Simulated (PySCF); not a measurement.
# Fractional electron number in Cu (copper, neutral)

The 4s alpha orbital of [Ar] 3d10 4s1 is emptied in steps (occupation f), with all orbitals relaxed, ending at [Ar] 3d10. Calculation: PySCF 2.14, in aug-cc-pVTZ-DK (8s7p5d3f2g, 93 functions); the spin-free X2C one-electron Hamiltonian (Gaussian nucleus). The exact energy is a straight line in f; departures are measured from the line between the end points of the same method.

Task: Among BHandHLYP, wB97X, r2SCAN0, which shows the largest delocalisation error (convex curve), and which is closest to linear?

Result: Most convex: r2SCAN0 (-0.538 eV at f = 0.5); closest to linear: wB97X (-0.087 eV).

```
  f  BHandHLYP (eV)  wB97X (eV)  r2SCAN0 (eV)
  1           0.000       0.000         0.000
0.9          -0.151      -0.034        -0.192
0.7          -0.355      -0.077        -0.451
0.5          -0.426      -0.087        -0.538
0.3          -0.360      -0.067        -0.450
0.1          -0.156      -0.025        -0.193
  0           0.000       0.000         0.000
```

```json
{"method": "BHandHLYP", "E(f=0) − E(f=1) (eV)": "7.695", "−ε at f=1 (eV)": "6.020", "−ε at f=0.5 (eV)": "7.680"}
{"method": "wB97X", "E(f=0) − E(f=1) (eV)": "7.762", "−ε at f=1 (eV)": "7.382", "−ε at f=0.5 (eV)": "7.792"}
{"method": "r2SCAN0", "E(f=0) − E(f=1) (eV)": "7.946", "−ε at f=1 (eV)": "5.810", "−ε at f=0.5 (eV)": "7.960"}
```

Reference removal energy between the ground levels: 7.726 eV (measured; NIST Atomic Spectra Database, ionization energies).
